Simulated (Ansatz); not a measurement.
C2H7BZn can be A, `B[CH](C)[ZnH]`, or B, `B[CH2][Zn][CH3]`.

Calculated with Ansatz (gas phase, PBE0-D4/def2-TZVP geometries, no zero-point term in ΔE). CCSD(T)/CBS is the MP2 limit (def2-TZVPP, def2-QZVPP) plus CCSD(T) − MP2 in def2-TZVPP, frozen cores. DFT in def2-TZVPP. B3LYP here is the variant with VWN-RPA as its local correlation; programs differ in this. For Zn outer-core shells are correlated without core-valence functions, which leaves a few kJ/mol of doubt a bond. Scalar relativity is left out up to krypton. One conformer a species, not always the lowest.

Problem. Which is lower in electronic energy at CCSD(T)/CBS, and by how much? (Best estimate.)

Solution. Computed: B, by 10.9 kcal/mol.

Problem. Give E(B) − E(A) in kcal/mol with HF/def2-TZVPP, r2SCAN-D4, B3LYP, ωB97M-V, PBE0-D4, MP2/def2-TZVPP, CCSD(T)/def2-TZVPP. (Best estimate.)

Solution. Ansatz gave: HF/def2-TZVPP -10.4, r2SCAN-D4 -10.0, B3LYP -11.2, ωB97M-V -10.0, PBE0-D4 -9.4, MP2/def2-TZVPP -11.6, CCSD(T)/def2-TZVPP -10.2. None reverses the order clearly.

Largest T1 diagnostic: 0.014.

The D4 term adds +1.3 kcal/mol with B3LYP and +0.7 kcal/mol with PBE0; it sums over pairs of atoms, weighted by their polarisabilities, and B3LYP, whose exchange is more repulsive, gets the larger term.
